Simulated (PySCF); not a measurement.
S2, triplet, at a GFN2-xTB geometry. Base run: DF-HF/def2-SVP in PySCF.

Here is a job for PySCF.
```python
from pyscf import gto, scf

mol = gto.Mole()
mol.atom = '''
    S    -0.00000000   -0.00000000   -0.95002097
    S     0.00000000    0.00000000    0.95002097
'''
mol.basis = 'def2-svp'
mol.spin = 2
mol.verbose = 4
mol.build()

mf = scf.UHF(mol)
mf = mf.density_fit(auxbasis='def2-universal-jkfit')
mf.kernel()
mf.analyze()
```

Variants of this job, named by their change:

| change | basis functions | E (Eh) | HOMO (eV) |
|---|---|---|---|
| base | 36 | -794.80100 | -10.26 |
| basis = LANL2DZ | 16 | -19.73733 | -10.75 |
| basis = 3-21G | 26 | -791.09482 | -10.76 |
| basis = 6-31G | 26 | -794.93959 | -10.75 |
| basis = 6-31G** | 36 | -795.01328 | -10.44 |
| basis = pc-1 | 36 | -795.02664 | -10.42 |
| basis = 6-31G* | 36 | -795.01328 | -10.44 |
| basis = aug-cc-pVDZ | 54 | -795.06718 | -10.42 |
| basis = 6-311++G** | 60 | -795.06205 | -10.45 |
| basis = 6-311+G(2d,p) | 70 | -795.07650 | -10.37 |
| basis = def2-TZVP | 74 | -795.08474 | -10.36 |
| basis = cc-pV(T+d)Z | 78 | -795.10007 | -10.37 |
| basis = cc-pVQZ | 118 | -795.10511 | -10.40 |

Totals compare only among sets that treat the same electrons; sets with core potentials leave the core out.

Open shells are given as the SCF converged; they aren't shown to be the lowest states, and a large step between rows can be another state.
